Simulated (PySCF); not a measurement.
# Dipole moment and polarisability of chloroquinone

Species: chloroquinone, C6H3ClO2.
Structure used (GFN2-xTB), in Å, numbered top down from 1:
```
atom  x, y, z in Å
O1    -1.3374   -2.3432   -0.0388
C2    -0.7497   -1.2812   -0.0217
C3    -1.4650    0.0127   -0.0207
C4    -0.8246    1.1824   -0.0055
C5     0.6462    1.2856    0.0145
O6     1.2274    2.3455    0.0298
C7     1.3629   -0.0233    0.0161
Cl8    3.0701    0.0789    0.0417
C9     0.7167   -1.1981   -0.0013
H10   -2.5441   -0.0489   -0.0337
H11   -1.3524    2.1260   -0.0063
H12    1.2510   -2.1371   -0.0001
```

Level: B3LYP/def2-SVPD (PySCF), static field, nuclei fixed, core orbitals frozen in the response. The polarisability tensor in these axes (au):

```
x   112.01  22.55   1.01
y    22.55 111.70   0.74
z     1.01   0.74  50.63
```

Q: What are the eigenvalues, a third of the trace, and Δα (Δα² = ½Σ(αi − αj)² over the three pairs)?

A: Principal values 50.61, 89.31 and 134.42 au; mean 91.45 au = 13.55 Å³ = 15.08 × 10⁻⁴⁰ C²·m²/J; Δα = 72.65 au (79 % of the mean).

Q: What is the dipole moment, and where does it point?

A: (-1.02, 0.24, -0.01) D, 1.05 D in size, pointing from the negative to the positive side. Measured along this direction, the outermost atoms are Cl8 at the negative end and H10 at the positive end.

Q: Traceless (Buckingham) quadrupole moment about the centre of nuclear charge: eigenvalues?

A: -20.49, 5.48, 15.02 D·Å. The values depend on the origin, since the dipole doesn't vanish. The electronic extent ⟨r²⟩ about the same centre is 1340 bohr², a root-mean-square distance of 2.28 Å for the 72 electrons.

Q: What would n − 1 = 2πNα be for an ideal gas of these molecules at 400 K and 1 atm, electronic part alone?

A: N = p/kT = 1.8347 × 10¹⁹ cm⁻³, so n − 1 = 2π × N × 13.55 × 10⁻²⁴ cm³ = 1562 × 10⁻⁶ at long wavelengths, for an ideal gas.

Q: Rayleigh depolarisation ratio (linearly polarised light, static tensor)?

A: ρ = 3Δα²/(45ᾱ² + 4Δα²) = 15834.0/(376306 + 21111.9) = 0.0398.

Q: Orientational against electronic polarisability at 273 K (dilute gas, rigid molecules)?

A: In Gaussian units μ²/3kT = 9.69 Å³ against 13.55 Å³, a ratio of 0.71; the Debye molar polarisation (4π/3)N_A(α + μ²/3kT) is 58.6 cm³/mol, leaving out the vibrational part.

Geometry: GFN2-xTB; no solvent, vibrations or thermal averaging.
